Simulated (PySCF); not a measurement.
Geometry (Å), atoms numbered from 1 in this order:
```xyz
23

Si    0.498    0.813    0.618
H     0.556    0.729    2.117
C     2.257    0.872   -0.052
H     2.851    0.007    0.279
H     2.769    1.783    0.295
H     2.261    0.887   -1.154
C    -0.411    2.390    0.133
H    -1.452    2.386    0.491
H    -0.426    2.520   -0.960
H     0.087    3.270    0.568
C    -0.428   -0.742   -0.004
C    -0.602   -0.672   -1.524
C    -1.801   -0.811    0.670
C     0.383   -1.987    0.365
H    -1.098   -1.585   -1.900
H    -1.224    0.186   -1.827
H     0.364   -0.588   -2.047
H    -2.424    0.066    0.430
H    -1.715   -0.870    1.767
H    -2.355   -1.705    0.333
H     0.546   -2.061    1.453
H     1.371   -1.996   -0.123
H    -0.148   -2.902    0.049
```

PySCF 2.14.0 with density-fitted response routines calculation with GIAO B3LYP/pcSseg-1 shieldings and PBE0-D3(BJ)/def2-SVP geometry; one conformer, non-relativistic, fast rotation and ring inversion assumed for equivalent nuclei, no solvent.

Scale: TMS for ¹³C (σ = 179.24 ppm) and ¹H (σ = 31.38 ppm) and ²⁹Si (σ = 337.86 ppm) (reference shieldings calculated alike).

| atoms | nucleus | count | δ (ppm) |
| --- | --- | --- | --- |
| H15/H16/H17/H18/H19/H20/H21/H22/H23 | ¹H | 9 | ? |
| Si1 | ²⁹Si | 1 | -0.9 |
| C3/C7 | ¹³C | 2 | ? |
| C12/C13/C14 | ¹³C | 3 | 28.3 |
| H4/H5/H6/H8/H9/H10 | ¹H | 6 | 0.07 |
| H2 | ¹H | 1 | 3.85 |
| C11 | ¹³C | 1 | 18.5 |

Estimate the values marked ?.

## Answers


- C3/C7: -6.5 ppm, carbon bonded to Si, 3 H
- H15/H16/H17/H18/H19/H20/H21/H22/H23: 0.91 ppm, hydrogen on a carbon bonded to C

Shifts are as computed. Against solution values, carbons near 30 ppm lie about +2 ppm off and those near 130 ppm about +6 ppm (rms about the fit 1.1 ppm; single classes can miss by 10 ppm). Of 1328 compounds with measured shifts, 309 miss one by over three times the rms of a fit or turn the order of signals round; such compounds aren't used in these exercises. Signals without a measured value on file couldn't be tested in this way.
